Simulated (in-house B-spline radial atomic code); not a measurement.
As⁵⁺. Computed with a B-spline radial atomic code. Model: all-electron spherical atom, spin shells full or empty, radial basis limit, no spin-orbit coupling, Breit or QED, empty-state partial waves extrapolated as (l+1/2)^-4, RPA, G0W0 and static COHSEX of the highest shell as one setting changes (uncorrelated shells keep exact exchange).

Empty levels are discrete states of a finite basis, so the steps are uneven.

Given: element As; charge 5; filled core Ar; hamiltonian one-electron scalar X2C; mean-field start PBE0; highest l of empty states 9; nuclear rms radius 4.0968 fm; lowest nl shells left uncorrelated 2; highest mean-field shell 3d; box radius 10.43 bohr.

Shell: 3d 5 5 (electrons up and down).

| highest empty level kept (hartree) | RPA correlation energy (hartree) | G0W0 level (eV) | G0W0 minus most complete (meV) | COHSEX level (eV) | linearised minus solved G0W0 (meV) |
| --- | --- | --- | --- | --- | --- |
| 12 | -0.64039 | -120.05 | 1637.3 | -121.6 | -18 |
| 24 | ? | ? | ? | ? | ? |
| 42 | -1.1258 | -120.88 | 815.2 | -124.04 | -21.6 |
| 72 | -1.3511 | -121.29 | 397.2 | -125.3 | -23.6 |
| 120 | ? | ? | ? | ? | ? |
| 216 | -1.6154 | -121.6 | 87.2 | -126.19 | -25.2 |
| 360 | -1.6906 | -121.66 | 33.9 | -126.34 | -25.5 |
| 720 | -1.7445 | -121.68 | 6.7 | -126.41 | -25.7 |
| 1440 | -1.7607 | -121.69 | 1.5 | -126.43 | -25.7 |
| 3000 | -1.7683 | -121.69 | 0.1 | -126.43 | -25.7 |
| 7200 | -1.7702 | -121.69 | 0 | -126.43 | -25.7 |
| 24000 | -1.7703 | -121.69 | 0 | -126.43 | -25.7 |

(1) What follows for highest empty level kept = 24?

(2) What follows for highest empty level kept = 120?

Answers

(1) RPA correlation energy -0.93213 hartree; G0W0 level -120.54 eV; G0W0 minus most complete 1152.6 meV; COHSEX level -123.01 eV; linearised minus solved G0W0 -20 meV.

(2) RPA correlation energy -1.4975 hartree; G0W0 level -121.48 eV; G0W0 minus most complete 207.7 meV; COHSEX level -125.85 eV; linearised minus solved G0W0 -24.6 meV.
